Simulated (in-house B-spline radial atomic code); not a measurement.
**Binding energies in the silver ion Ag⁷⁺**

NIST's tabulated ground configuration is [Kr] 4d4; each binding energy is the energy of the ion with one electron taken from that subshell, relaxed, less that of the parent. Method: Dirac-Hartree-Fock, average of configuration, Fermi nucleus of rms radius 4.5454 fm. Calculated with a radial B-spline atomic code at the basis-set limit. Energies include first-order Breit, QED and recoil terms.

```csv
subshell,X-ray name,binding energy (eV),-ε (eV),relaxation (eV)
1s,K,25653.5,25789.3,57.3
2s,L1,3954,3989.7,27.8
2p1/2,L2,3666.3,3704.9,31.0
2p3/2,L3,3493.4,3528.7,30.0
3s,M1,858.9,869.1,8.9
3p1/2,M2,744.2,754.6,9.3
3p3/2,M3,712.8,722.4,8.9
4s,N1,229.6,231.3,1.5
4p1/2,N2,188.9,190.4,1.4
4p3/2,N3,183.1,184.5,1.3
4d,"N4,5",123.3,124.3,0.9
```

Relaxation = -ε minus the binding energy without Breit, QED and recoil terms.

Emission lines follow as differences of binding energies, with λ = 12398.42 eV·Å / E:

```tsv
line	holes	energy (eV)	wavelength (Å)
K-L3	1s → 2p3/2	22160.1	0.55949
K-L2	1s → 2p1/2	21987.2	0.56389
K-M3	1s → 3p3/2	24940.7	0.49712
L1-M3	2s → 3p3/2	3241.2	3.8253
L3-M1	2p3/2 → 3s	2634.5	4.7062
```

Task: What screening constant σ does Moseley's law, E = (3/4)·13.6057 eV·(Z - σ)², need for K-L3?

Result: σ = 0.40.

Moseley's non-relativistic formula needs a falling, then negative, screening constant for heavy elements, because relativity binds the 1s electron more strongly than the formula allows.

Task: What does it cost to remove both a 2p3/2 and a 3s electron?

Result: 4411 eV, which is 58.69 eV more than the two single binding energies together.

Task: What does it cost to remove both a 4p3/2 and a 4p1/2 electron?

Result: 394.22 eV, which is 22.3 eV more than the two single binding energies together.

Task: What does it cost to remove two 4p1/2 electrons?

Result: 401.65 eV, which is 23.94 eV more than the two single binding energies together.
